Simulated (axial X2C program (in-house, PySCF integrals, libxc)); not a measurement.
## Worked dissociation energy of LiCd⁻: PBE0, 2c

All values were computed with an axial X2C code built on PySCF integrals. Two-component (2c) means X2C with spin–orbit coupling and atomic mean-field two-electron Coulomb and Gaunt terms. Basis: Cd dyall-acv3z [13s13p9d5f3g], Li dyall-av3z [9s9p3d] (cores contracted in-house); Gaussian nuclei, density fitting, unrestricted open shells. Masses: Cd 113.903 u, Li 7.016 u.

Molecular state: Ω = 0 (closed shell).

- E(Cd) (2M_J = 0): -5591.359867 hartree
- E(Li-) (2M_J = 0): -7.485897 hartree
- E(LiCd⁻) at Re: -5598.855586 hartree
- ωe: 111.9 cm⁻¹

Q: Work out De and D0.

A: De = -5591.359867 + (-7.485897) − (-5598.855586) = 0.00982 hartree = 0.267 eV. The zero-point energy is ωe/2 = 56 cm⁻¹ = 0.007 eV, so D0 = 0.260 eV.

One determinant describes the state; a PBE0 search over occupations chose it and may have missed a lower one. Dissociation energies refer to the lowest single-determinant-based atoms at the same level and basis. PBE0 can misorder states that lie within some tenths of an eV, so this need not be the ground state of the molecule. The nearest other 2c determinant of the search, Ω = 1, lies 0.37 eV up at the distance of the search. The highest occupied level of some functionals is positive through self-interaction error; at Hartree–Fock it is bound.

Each atomic determinant is the lowest at this level and need not be a pure J level. Totals compare only within one Hamiltonian and basis.
